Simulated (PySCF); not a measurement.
Correlation energy of Tl⁺ (thallium, charge +1)

[Xe] 4f14 5d9 6s2 6p1, one real determinant (an excited configuration). Calculation: PySCF 2.14, in x2c-TZVPPall; the spin-free X2C one-electron Hamiltonian (Gaussian nucleus). Frozen: [Kr] 4d10 4f14; 20 electrons correlated.

```tsv
level	correlation energy (mhartree)
CCSD	-418.76
(T)	-9.52
CCSD(T)	-428.28
```

Diagnostics: T1 = 0.0087, D1 = 0.0345, largest double amplitude 0.074.

Task: Is a single reference adequate?

Result: Mostly. T1 lies below 0.03, but a double amplitude of this size points to a near-degeneracy that CCSD handles and MP2 describes poorly.

The basis was made for the ground configuration and has no added diffuse functions, which can raise the energy of the promoted electron.

The reference is one real determinant that mixes LS terms of this configuration.

This basis was not built for core-valence correlation, so the inner-shell part is incomplete.
